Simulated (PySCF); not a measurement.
A structure optimised at r2SCAN-D4/def2-SVP, used in a PySCF frequency run:

```
N
H 1 1.0192
H 1 1.0192 2 110.88
Te 1 2.0139 2 114.61 3 131.68
I 4 2.7717 1 105.18 2 -64.93
```

Problem. Write its SMILES, formula and point group.

Solution. N[Te]I, H2INTe, Cs

Problem. What are its rotational constants (standard atomic weights)?

Solution. 9.0079, 0.91896, 0.83781 GHz
